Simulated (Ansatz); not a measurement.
Relaxation of C4H16N2Si2 (24 atoms, charge 0, multiplicity 1), to a largest force component of 0.02 eV/Å in at most 40 steps.

All numbers below come from Ansatz 0.2.0, RKS CAM-B3LYP-D4/STO-3G.

```xyz
24
Properties=species:S:1:pos:R:3:forces:R:3
Si 0.000 0.000 0.000 -1.36 1.49 1.42
N 0.000 0.000 1.820 0.40 -0.76 -3.44
C -1.216 -0.376 2.555 0.54 0.36 0.12
H -1.864 -1.000 1.905 0.10 0.20 0.31
H -0.938 -0.953 3.461 -0.32 0.10 -0.10
H -1.766 0.540 2.855 -0.34 -0.34 0.26
C 1.216 0.376 2.555 -0.70 -0.01 0.31
H 1.464 -0.416 3.292 0.21 0.31 0.06
H 2.058 0.494 1.842 -0.41 -0.01 0.66
H 1.046 1.335 3.087 0.46 -0.10 0.19
Si 2.094 0.000 -0.739 0.81 0.04 -0.38
H 2.551 -1.376 -0.908 -0.05 0.57 0.05
H 2.157 0.694 -2.022 0.12 -0.31 0.48
H 2.951 0.682 0.226 -0.04 -0.27 -0.68
N -0.857 1.485 -0.606 1.57 -2.63 1.00
C -2.272 1.409 -0.998 0.38 0.38 0.00
H -2.825 0.778 -0.270 -0.12 0.20 -0.34
H -2.709 2.429 -1.010 -0.07 -0.41 -0.04
H -2.352 0.961 -2.011 -0.52 0.09 0.05
C -0.135 2.762 -0.704 -0.63 -0.22 -0.09
H -0.244 3.171 -1.730 0.25 0.30 0.23
H -0.557 3.483 0.028 0.34 0.28 -0.21
H 0.940 2.598 -0.483 -0.41 0.22 -0.10
H -0.688 -1.191 -0.486 -0.19 0.49 0.26
```

Where does it end, and by what steps?

The forces met the threshold. The force dipped under the threshold on the way, but the program's further checks kept it going. Limits of this set-up: minimal basis. After 24 steps the energy has fallen by 0.774 eV; H18 moved furthest, 1.51 Å.

```
step  energy less start (eV)  largest force component (eV/Å)  accepted
   0                  0.0000                           3.438       yes
   1                 -0.4839                           0.755       yes
   2                 -0.5699                           0.308       yes
   3                 -0.6077                           0.349       yes
   4                 -0.6599                           0.148       yes
   5                 -0.6628                           0.608       yes
   6                 -0.6920                           0.115       yes
   7                 -0.6989                           0.072       yes
   8                 -0.6568                           0.870        no
   9                 -0.6860                           0.287        no
  10                 -0.7030                           0.029       yes
  11                 -0.7071                           0.213       yes
  12                 -0.7114                           0.265       yes
  13                 -0.7161                           0.416       yes
  14                 -0.7284                           0.340       yes
  15                 -0.7607                           0.053       yes
  16                 -0.7399                           0.376        no
  17                 -0.7684                           0.033       yes
  18                 -0.7714                           0.140       yes
  19                 -0.7734                           0.052       yes
  20                 -0.7740                           0.018       yes
  21                 -0.7743                           0.013       yes
  22                 -0.7743                           0.023       yes
  23                 -0.7744                           0.021       yes
  24                 -0.7745                           0.007       yes
```

```xyz
24
Properties=species:S:1:pos:R:3
Si 0.082 -0.103 -0.102
N 0.077 -0.220 1.654
C -1.223 -0.471 2.326
H -1.800 -1.212 1.752
H -1.053 -0.878 3.338
H -1.848 0.438 2.438
C 0.906 0.727 2.441
H 1.075 0.328 3.456
H 1.887 0.856 1.959
H 0.448 1.730 2.554
Si 2.205 -0.224 -0.848
H 2.799 -1.476 -0.464
H 2.237 -0.134 -2.283
H 3.026 0.834 -0.321
N -0.683 1.327 -0.784
C -2.156 1.456 -0.647
H -2.630 0.478 -0.823
H -2.480 1.818 0.350
H -2.545 2.166 -1.396
C -0.018 2.644 -0.624
H -0.411 3.360 -1.365
H -0.161 3.097 0.378
H 1.065 2.540 -0.794
H -0.747 -1.199 -0.536
```

Whether the end is a true minimum wasn't checked by a vibrational analysis.

The run took 4.1 min on 2 threads of Intel(R) Xeon(R) Processor @ 2.70GHz (shared host), peak memory 0.25 GiB.
